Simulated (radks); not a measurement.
Task: All-electron atom: Re4+ in [Xe] 4f14 5d3. Calculated with a radial shooting solver on a logarithmic mesh with Libxc functionals: Dirac Kohn-Sham, PBE, spin-unpolarised, spherical densities, finite nucleus; open shells are shared between the two j in proportion to 2j + 1; Fermi nuclear charge, rms radius 5.3698 fm.

Spin-orbit splittings of the eigenvalues, e(l+1/2) - e(l-1/2), with zeta = 2 splitting/(2l+1) and mean radii in bohr:

shell  occ.  splitting (eV)  zeta (eV)  <r> j=l-1/2  <r> j=l+1/2
2p        6               ?          ?      0.06246      0.07054
3p        6           312.6      208.4       0.1870       0.2019
3d       10           67.87      27.15       0.1765       0.1811
4p        6           72.93      48.62       0.4450       0.4784
4d       10           13.48      5.391       0.4934       0.5047
4f       14           2.519     0.7197       0.5740       0.5826
5p        6           11.37      7.583        1.121        1.212
5d        3           1.240     0.4958        1.576        1.614

Estimate the 2p splitting.

Result: 1440 eV (zeta = 959.7 eV).
